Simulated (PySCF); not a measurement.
Compound: C8H9BCl2.
SMILES with atom numbers: `[CH:1]#[C:2][C@@H:3]1[C@H:4]2[CH2:5][CH2:6][C@H:7]2[C@H:8]1[B:9]([Cl:10])[Cl:11]` (hydrogens: H12 on C1; H13 on C3; H14 on C4; H15, H16 on C5; H17, H18 on C6; H19 on C7; H20 on C8)

The calculation used PySCF 2.14.0, PBE0-D3(BJ)/def2-SVP geometry optimisation, gas phase.

Question: Give the optimised bond lengths and angles.

Answer: 
```json
{"bond": "C1≡C2", "length (Å)": "1.212"}
{"bond": "C2–C3", "length (Å)": "1.449"}
{"bond": "C3–C4", "length (Å)": "1.555"}
{"bond": "C4–C5", "length (Å)": "1.539"}
{"bond": "C5–C6", "length (Å)": "1.548"}
{"bond": "C6–C7", "length (Å)": "1.545"}
{"bond": "C7–C8", "length (Å)": "1.555"}
{"bond": "C8–B9", "length (Å)": "1.558"}
{"bond": "B9–Cl10, B9–Cl11", "length (Å)": "1.754"}
{"bond": "C3–C8", "length (Å)": "1.561"}
{"bond": "C4–C7", "length (Å)": "1.554"}
{"bond": "C1–H12", "length (Å)": "1.074"}
{"bond": "C3–H13", "length (Å)": "1.103"}
{"bond": "C4–H14", "length (Å)": "1.098"}
{"bond": "C5–H15", "length (Å)": "1.099"}
{"bond": "C5–H16", "length (Å)": "1.101"}
{"bond": "C6–H17", "length (Å)": "1.102"}
{"bond": "C6–H18", "length (Å)": "1.099"}
{"bond": "C7–H19", "length (Å)": "1.098"}
{"bond": "C8–H20", "length (Å)": "1.103"}
```

Bonds in one row agree within 0.01 Å and their mean is given. A selection of angles:
```json
{"angle": "C1–C2–C3", "degrees": "178.8"}
{"angle": "C2–C3–C4", "degrees": "116.5"}
{"angle": "C2–C3–C8", "degrees": "115.5"}
{"angle": "C4–C3–C8", "degrees": "89.6"}
{"angle": "C3–C4–C5", "degrees": "114.3"}
{"angle": "C3–C4–C7", "degrees": "90.2"}
{"angle": "C5–C4–C7", "degrees": "90.2"}
{"angle": "C4–C5–C6", "degrees": "90.0"}
{"angle": "C5–C6–C7", "degrees": "90.2"}
{"angle": "C6–C7–C8", "degrees": "116.2"}
{"angle": "C4–C7–C6", "degrees": "89.6"}
{"angle": "C4–C7–C8", "degrees": "89.9"}
{"angle": "C7–C8–B9", "degrees": "116.4"}
{"angle": "C3–C8–C7", "degrees": "90.0"}
{"angle": "C3–C8–B9", "degrees": "121.5"}
{"angle": "C8–B9–Cl10", "degrees": "122.6"}
{"angle": "C8–B9–Cl11", "degrees": "119.2"}
{"angle": "Cl10–B9–Cl11", "degrees": "118.1"}
```

Torsions: C2–C3–C4–C5 148° (anticlinal); C3–C4–C5–C6 89° (synclinal); C4–C5–C6–C7 2° (synperiplanar); C5–C6–C7–C8 -91° (anticlinal); C6–C7–C8–B9 -40° (synclinal); C7–C8–B9–Cl10 114° (anticlinal); C2–C3–C8–C7 123° (anticlinal); C3–C4–C7–C6 -113° (anticlinal).

Of the pairs four or more bonds apart, Cl10···H13 is among the closest relative to their van der Waals radii: 2.82 Å, 95 % of the sum of Bondi's values. The 9 C–C bonds span 1.212 Å (C1≡C2, drawn triple) to 1.561 Å (C3–C8, drawn single), a spread of 0.349 Å. B9 (three-coordinate boron) is planar (angles 122.6°, 119.2° and 118.1°, sum 360.0°, 0.02 Å off the plane of its three neighbours). The 4-membered ring C3–C4–C7–C8 has internal angles of 89.6° to 90.2°; it is almost planar, 0.02 Å rms from its mean plane, widest ring torsion 4°. The 4-membered ring C4–C5–C6–C7 has internal angles of 89.6° to 90.2°; it is almost planar, 0.01 Å rms from its mean plane, widest ring torsion 2°.

Point group: C1 (no symmetry element, even within 0.4 Å). No PBE0-D3(BJ)/def2-SVP frequencies stand behind this structure, so it isn't proved a minimum. The numbers are those of one conformer.
